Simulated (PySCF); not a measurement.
## Radial density of C (carbon, neutral)

TPSSh, [He] 2s2 2p1 3s1, 3s spin antiparallel (an excited configuration). All numbers are calculated (PySCF 2.14, no relativity, point nucleus, in aug-cc-pwCVDZ).

```tsv
r (bohr)	4πr²ρ (e/bohr)	4πr²(ρα − ρβ)
0.00555	0.04646	-0.0001
0.00933	0.1262	-0.0004
0.0157	0.3297	-0.0010
0.0264	0.8223	-0.0025
0.0444	1.875	-0.0054
0.0747	3.711	-0.0095
0.126	5.762	-0.0086
0.211	6.027	0.0226
0.355	3.381	0.1346
0.598	1.413	0.3478
1.01	2.049	0.5740
1.69	1.478	0.4461
2.85	0.3345	-0.0171
4.79	0.3004	-0.2905
8.05	0.02028	-0.0203
```

The outer electron is Rydberg-like, and this basis confines it to a smaller radius and binds it less than a complete one would. With the s spin flipped the determinant is a mixture of two multiplicities, not a spectroscopic state.
